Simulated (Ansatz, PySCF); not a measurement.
Si(OSiH3)(H)(NHSiH3)(Cl) (ClH8NOSi3), SMILES O([SiH3])[SiH](N[SiH3])Cl. Atoms are numbered in the order given.

```xyz
14

Si     0.0837    -0.8808     0.1719
Cl     0.8737    -0.2243     1.9913
N     -1.6099    -0.6373     0.0670
Si    -2.3939     0.6177    -0.8803
O      0.7364     0.0531    -1.0183
Si     1.8195     1.3051    -1.2581
H      0.4775    -2.2991     0.0428
H     -2.2164    -1.2242     0.6341
H     -3.8269     0.6280    -0.4708
H     -2.3108     0.3597    -2.3458
H     -1.7907     1.9534    -0.6111
H      1.3811     2.5148    -0.5102
H      3.1784     0.9001    -0.8034
H      1.8411     1.5925    -2.7160
```
Charge 0, spin multiplicity 1.

The structure is a stationary point at B3LYP-D3(BJ)/def2-SVP. Other conformers were not sampled.

Two levels are set side by side: PBE-D3(BJ)/def2-SVP (Ansatz, a program for electronic structure) and B3LYP-D3(BJ)/def2-SVP (Ansatz). Each level has its own optimised geometry; the coordinates shown are those of the second. Frequencies come from the Hessian of PySCF at each geometry. Differences are taken from unrounded values.

```csv
quantity,B3LYP-D3(BJ),PBE-D3(BJ),PBE-D3(BJ) minus B3LYP-D3(BJ)
mean bond length (Å),1.562,1.574,0.012
bond Si1–Cl2 (Å),2.089,2.095,0.006
bond Si1–N3 (Å),1.714,1.723,0.009
bond Si1–O5 (Å),1.648,1.663,0.015
bond N3–Si4 (Å),1.757,1.767,0.010
bond O5–Si6 (Å),1.673,1.688,0.015
bond Si1–H7 (Å),1.478,1.492,0.015
bond N3–H8 (Å),1.017,1.024,0.007
bond Si4–H9 (Å),1.490,1.504,0.013
bond Si4–H10 (Å),1.490,1.504,0.013
bond Si4–H11 (Å),1.490,1.504,0.014
bond Si6–H12 (Å),1.488,1.502,0.014
bond Si6–H13 (Å),1.489,1.503,0.014
bond Si6–H14 (Å),1.486,1.499,0.013
highest harmonic wavenumber (cm⁻¹),3597,3531,-67
mean harmonic wavenumber (cm⁻¹),1012,978,-33
zero-point energy (kcal/mol),52.06,50.35,-1.71
```

GGA bonds tend to be longer and softer than those of functionals with exact exchange. Differences between two approximate levels are no errors against the true value.
